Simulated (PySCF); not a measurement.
C3H2F3, SMILES F[C](C(=C)F)F, multiplicity 2.

The structure is a stationary point at B3LYP-D3(BJ)/def2-SVP. The isomer is the one that the SMILES or the coordinates give; other isomers of the formula were not compared. Other conformers were not sampled.

These are PBE/def2-TZVP (PySCF) values and carry that method's errors.

The molecule is in vacuum.

Computed frontier levels, dipole moment and polarisability:
* **α spin, highest occupied and lowest empty level**: -4.62 and 0.09 eV
* **β spin, highest occupied and lowest empty level**: -6.89 and -3.29 eV
* **dipole moment**: 0.99 D
* **quadrupole, principal values (traceless, Buckingham form, about the centre of nuclear charge)**: -2.09, -0.59, 2.68 D·Å
* **mean static polarisability**: 41.2 bohr³ (6.10 Å³)
* **polarisability, principal values**: 25.6, 38.4, 59.5 bohr³
* **⟨S²⟩**: 0.762 (pure state 0.75)
